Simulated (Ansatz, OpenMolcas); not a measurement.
The same job for OpenMolcas

Ansatz 0.2.0 runs this on [SiF3]− (SMILES F[Si-](F)F):

job.yaml:
```yaml
crystal:
  periodic: [false, false, false]
  atoms:
    - {symbol: Si, position_ang: [-0.004470, 0.005770, 0.685050]}
    - {symbol: F, position_ang: [1.428310, -0.030960, -0.216950]}
    - {symbol: F, position_ang: [-0.687310, 1.250250, -0.242810]}
    - {symbol: F, position_ang: [-0.736530, -1.225060, -0.225300]}
basis:
  gaussian: {orbitals: STO-3G}
total_charge: -1
hamiltonian: {xc: pbe0}
accuracy: high
```

```bash
$ ansatz run job.yaml --threads 1 --pin off --max-ram 2610MiB --events-out events.jsonl --progress --plain --runs-dir runs
```

The coordinates come from a GFN2-xTB relaxation.

Without diffuse functions such a state is poorly described.

It gives a total energy of -580.846147 Eh.

Task: Translate the job to OpenMolcas 26.06 as an input file of the program's own.

Result: This input was run:

run.inp:
```
* F3Si Kohn-Sham DFT

&GATEWAY
  BasLib = $CurrDir
  Coord
  4
  angstrom
  Si      -0.004470       0.005770       0.685050
  F        1.428310      -0.030960      -0.216950
  F       -0.687310       1.250250      -0.242810
  F       -0.736530      -1.225060      -0.225300
  Basis = STO-3G
  Group = NoSym

&SEWARD
  GridInput
  Grid=UltraFine
  End of Grid

&SCF
  Charge = -1
  KSDFT = PBE0
  Thresholds = 1e-10 1e-07 1e-07 1e-05
  PrOrbitals = 1 1
```

```bash
$ export MOLCAS_MEM=1860
$ pymolcas run.inp > run.log
```

(Basis files named in the input come from the Basis Set Exchange and aren't shown.)

Its energy is -580.846146 Eh, the same as the first but for the last digit, at most.
